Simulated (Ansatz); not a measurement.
A run for Ansatz (a first-principles code): R-RI-MP2/aug-cc-pV(Q+d)Z on Si2H6 (SMILES [SiH3][SiH3]). The basis file is the Basis Set Exchange's JSON of that set.

Ansatz 0.2 input:
```yaml
crystal:
  periodic: [false, false, false]
  atoms:
    - {symbol: Si, position_ang: [-1.16612182, 0.11851798, -0.01749918]}
    - {symbol: Si, position_ang: [1.16612182, -0.11851798, 0.01749918]}
    - {symbol: H, position_ang: [-1.76299064, -0.81182876, -1.00642136]}
    - {symbol: H, position_ang: [-1.53667526, 1.50594678, -0.38830062]}
    - {symbol: H, position_ang: [-1.73390787, -0.18252150, 1.31919717]}
    - {symbol: H, position_ang: [1.53667526, -1.50594678, 0.38830062]}
    - {symbol: H, position_ang: [1.76299064, 0.81182876, 1.00642136]}
    - {symbol: H, position_ang: [1.73390787, 0.18252150, -1.31919717]}
basis:
  gaussian:
    orbitals: aug-cc-pV_Q+d_Z.json
    fitting: {mean_field: def2-universal-JKFIT, correlation: aug-cc-pVQZ-RIFIT.json}
magnetization: {spin_polarized: false}
correlation: {method: mp2, electrons: outside_noble_gas}
scf: {lower_state_search: off}
```

The log:

```
WARN ansatz: RAYON_NUM_THREADS=4 ignored (pool sized by the plan → 4); use --threads N
Functional definition: HF
these checks for a lower state are left out or cut short: stability, starts, cluster_reference, orbital_swaps, neighbouring_geometries, increment
integrals: 0.68 GiB planned
364 factors; integrals over basis functions are off by at most 6.1e0 eV
mean field: 1.05 GiB planned
mean field evaluation 1: about -15818.9948 eV, gradient 1.4e1 eV
mean field evaluation 2: about -15820.1065 eV, gradient 4.3e0 eV
mean field evaluation 4: about -15820.2451 eV, gradient 1.6e-1 eV
mean field -15820.24531379 eV, -581.3832919342 hartree, gradient 2.9e-6 eV, S^2 0.000000; 0 other end points of the search recorded, 0 dependent functions left out
10 core orbitals not correlated
868 factors; their error is unknown
reference -15820.24531379 eV, -581.3832919342 hartree; 7, 7 occupied and 437, 437 virtual orbitals, 868 factors
second order -7.76252860 eV of doubles, -0.00000000 eV of singles
Total energy: -15828.00784239 eV, -581.6685595987 hartree
Checks for a lower state left out: stability, starts, cluster_reference, orbital_swaps, neighbouring_geometries, increment
```

The calculation finished and met its thresholds.

Cost: about 5 core-seconds (a rough figure).
